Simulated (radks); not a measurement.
Results of a calculation; reference values are marked as such.
Valence configurations of Tm III (all share [Xe]). Level of theory: non-relativistic Kohn-Sham, BLYP, spin-unpolarised, spherical densities, point nucleus; relativity is left out, which matters for an element this heavy (a radial shooting solver on a logarithmic mesh with Libxc functionals). Energies are relative to 4f13; eigenvalues in eV.

\begin{tabular}{lrrrrr}
valence & E (eV) & e(4f) & e(5d) & e(6p) & e(6s) \\ \hline
4f13 & 0.000 & -21.161 & - & - & - \\
4f12.5 6p0.5 & 6.439 & -26.780 & - & -11.617 & - \\
4f12 5d1 & 9.989 & -28.488 & -15.624 & - & - \\
4f12 6s1 & 11.096 & -31.696 & - & - & -16.206 \\
4f12 6s0.5 6p0.5 & 13.163 & -32.223 & - & -12.349 & -16.502 \\
4f11 5d2 & 25.983 & -36.507 & -17.266 & - & - \\
4f11 6s2 & 31.457 & -43.528 & - & - & -18.088 \\
4f11 5d1 6p1 & 32.497 & -40.916 & -20.409 & -13.040 & - \\
4f11 6p2 & 40.777 & -45.515 & - & -14.398 & - \\
4f9 6p4 & 127.47 & -73.846 & - & -17.639 & - \\
\end{tabular}

NIST lists [Xe] 4f13 as the ground configuration; this level of theory agrees among the configurations tried. The energies are those of spherical spin-averaged densities, not of single terms. Relativity is left out, which favours d and f over s occupation in heavy atoms.
